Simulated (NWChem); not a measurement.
Lowest excitation of H$_{3}$O$_{2}$Sb

```
Sb
O 1 1.9855
H 2 0.9657 1 111.42
O 1 1.9945 2 99.16 3 51.64
H 4 0.9650 1 109.69 2 92.95
H 1 1.7277 2 96.26 3 -38.56
```
Charge 0, spin multiplicity 1.

Everything below was run with NWChem. Structure: optimised with PBE0/def2-SVP with def2 effective core potentials on Sb, a minimum by its harmonic frequencies. It is one conformer; others weren't searched.

Basis set: def2-SVP.

The cost column gives rough processor time relative to TD-LDA (SVWN5); each entry includes its own SCF.

Effective core potentials replace the inner electrons of Sb; spin-orbit coupling is left out. The correlated methods keep 6 core orbitals frozen. B3LYP has NWChem's definition, with VWN1-RPA local correlation. The structure started from a generated list of species. Coupled-cluster values serve here as a point of comparison, not as the truth.

```json
[
 {"method": "EOM-CCSD", "lowest vertical singlet excitation energy (eV)": "6.09", "relative cost": "9"},
 {"method": "TD-B3LYP", "lowest vertical singlet excitation energy (eV)": "?", "relative cost": "3"},
 {"method": "TD-LDA (SVWN5)", "lowest vertical singlet excitation energy (eV)": "5.30", "relative cost": "1"},
 {"method": "CIS", "lowest vertical singlet excitation energy (eV)": "?", "relative cost": "under 3"},
 {"method": "TD-PBE", "lowest vertical singlet excitation energy (eV)": "?", "relative cost": "under 3"}
]
```

Q: What belongs in the gaps?

A: 
- TD-B3LYP, lowest vertical singlet excitation energy (eV): 5.66
- CIS, lowest vertical singlet excitation energy (eV): 6.52
- TD-PBE, lowest vertical singlet excitation energy (eV): 5.34
